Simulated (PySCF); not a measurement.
The 1-electron isoelectronic series, non-relativistic

All values are computed (PySCF 2.14, energy differences of UHF-based or UKS calculations, no spin-orbit coupling). Each ion has its own even-tempered basis scaled to its charge (15s7p4d3f3g for the first); frozen: nothing. Ionisation energies in eV.

```
  ion  configuration      UHF      LDA      PBE     PBE0   r2SCAN  NIST (with spin-orbit, Breit and QED)
Ce⁵⁷⁺       1s1 (2S)  45769.5  45701.4  45759.4  45761.9  45769.5                            47965.9 (t)
Nd⁵⁹⁺       1s1 (2S)  48980.5  48910.0  48969.9  48972.6  48980.5                            51515.8 (t)
Pm⁶⁰⁺       1s1 (2S)  50626.8  50555.1  50616.1  50618.8  50626.8                    53346.31 ± 0.14 (t)
Sm⁶¹⁺       1s1 (2S)  52300.3  52227.4  52289.4  52292.1  52300.3                     55214.3 ± 0.05 (t)
Gd⁶³⁺       1s1 (2S)  55728.9  55653.6  55717.7  55720.5  55728.9                    59065.54 ± 0.05 (t)
Dy⁶⁵⁺       1s1 (2S)  59266.4  59188.7  59254.8  59257.7  59266.4                     63073.23 ± 0.1 (t)
Er⁶⁷⁺       1s1 (2S)  62912.7  62832.6  62900.7  62903.8  62912.7                    67241.48 ± 0.07 (t)
Yb⁶⁹⁺       1s1 (2S)  66667.9  66585.3  66655.6  66658.7  66667.9                     71574.63 ± 0.1 (t)
Hf⁷¹⁺       1s1 (2S)  70531.9  70446.9  70519.2  70522.4  70531.9                     76077.7 ± 0.11 (t)
 W⁷³⁺       1s1 (2S)  74504.7  74417.4  74491.7  74495.0  74504.7                    80755.91 ± 0.14 (t)
```

Each ion has its own basis, which adds noise of up to about 0.1 % along the series.

NIST values marked (s) are semi-empirical, (t) theoretical. Open shells are high-spin determinants of the terms that Hund's rules give.

All relativistic terms are absent from the calculated values; where these lie close to NIST, scalar and spin-orbit shifts of opposite sign can cancel.
